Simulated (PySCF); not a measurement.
Ga(F)2(NHMe) (CH4F2GaN), SMILES C[NH][Ga]([F])[F].

Geometry optimised at PBE-D3(BJ)/def2-SVP. The structure was generated by enumeration; whether it is a known compound was not checked. The values are those of a single conformer.

Calculation: PBE/def2-TZVP (PySCF).

Symmetry labels are those of the subgroup Cs that the program uses (full group Cs).

### Question
List the valence orbital energies around the gap with their symmetry. (The exact figures need the calculation; the answer reports its results.)

### Answer

```tsv
orbital	symmetry	energy (eV)
HOMO−7	A"	-10.64
HOMO−6	A'	-10.01
HOMO−5	A"	-9.36
HOMO−4	A'	-9.26
HOMO−3	A"	-8.93
HOMO−2	A'	-8.80
HOMO−1	A'	-8.59
HOMO	A"	-6.08
LUMO	A'	-2.22
LUMO+1	A"	-0.88
LUMO+2	A'	0.29
LUMO+3	A'	0.60
```
